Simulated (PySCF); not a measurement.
# One molecule, several mistakes: FH2O2Si

All numbers below are calculated, not measured. The program is PySCF 2.14.0, an open-source quantum chemistry code, run on an isolated molecule that a program drew, which may never have been made. The molecule is FH2O2Si (charge 0, doublet), drawn as the SMILES string `O[Si](O)F`.

Each row is a Hartree-Fock (HF) and frozen-core CCSD(T) single point in the cc-pV(D+d)Z basis, meant for a local HF minimum. Run 1 is clean. Each other run has one planted mistake out of seven kinds, and not every kind appears here: one electron removed, one electron added, multiplicity raised by two, geometry at a saddle point, minimal basis STO-3G, one bond length entered in bohr, all coordinates scaled. The reference is restricted for singlets and unrestricted otherwise, and also for a bond in bohr. Adding or removing an electron swaps singlet and doublet. Electrons count all cores. HOMO and LUMO are orbital energies over both spins, the gradient is its largest component, and the lowest frequency (negative if imaginary) is given only where the gradient is small. Bond lengths are over the 5 bonds as drawn. T1 is the CCSD diagnostic: over 0.02 (restricted) or 0.045 (unrestricted) a single reference is doubtful.

Geometry of the clean run:
```xyz
6
FH2O2Si, angstrom
O    -0.9482   -0.6350    1.0798
Si   -1.2422   -0.6923   -0.5249
O     0.0276   -1.2295   -1.4036
F    -2.3861   -1.7911   -0.7907
H    -0.9578   -1.4392    1.5822
H     0.8280   -0.7255   -1.4048
```

```
run  electrons  basis functions  <S^2>  HOMO (eV)  LUMO (eV)  gradient (hartree/bohr)  lowest frequency (cm^-1)  mean bond (Å)  longest bond (Å)      T1  HF (hartree)  CCSD(T) (hartree)                     mistake
  1         41               75  0.753     -10.10       1.78                  2.6e-05                       154         1.3539             1.635  0.0139    -539.39102         -540.05195                    no fault
  2         41               75  3.758      -3.64      -1.35                  1.5e-01                         -         1.3539             1.635  0.0271    -539.08835         -539.72050  multiplicity raised by two
  3         42               75  0.000      -0.04       9.96                  1.4e-01                         -         1.3539             1.635  0.0142    -539.35575         -540.04395          one electron added
  4         40               75  0.000     -20.85      -8.27                  1.3e-01                         -         1.3539             1.635  0.0197    -539.05215         -539.72778                           ?
  5         41               75  1.546     -10.29       1.34                  2.8e-02                         -         1.5222             1.787  0.0705    -539.24807         -539.90092                           ?
```

**Which mistake was planted in run 4, and what did it cost?**

It counts 40 electrons, one fewer than the clean run, at the same geometry and basis. So the mistake is: one electron removed. Subtracting run 1 and multiplying by 627.51 kcal/mol a hartree, the energy moved by 212.6 kcal/mol in HF and 203.4 kcal/mol in CCSD(T).

**Which mistake was planted in run 5, and what did it cost?**

The mean bond changes by a factor of 1.124 and the longest by 1.093, so the molecule wasn't scaled as a whole. A length L in bohr read as angstrom grows by (1/0.5292 - 1) L = 0.890 L. The 5 bonds together grew by 5 x 0.1683 = 0.841 Å, which gives L = 0.946 Å. That is the length of one of the H-O bonds, 0.946 Å in the clean geometry. So the mistake is: one bond length entered in bohr. Subtracting run 1 and multiplying by 627.51 kcal/mol a hartree, the energy moved by 89.7 kcal/mol in HF and 94.8 kcal/mol in CCSD(T).

Cautions from the logs. Run 3: the added electron raises the CCSD(T) energy, so it isn't bound in this basis; run 5: T1 is over the limit, so its CCSD(T) energy is less reliable.
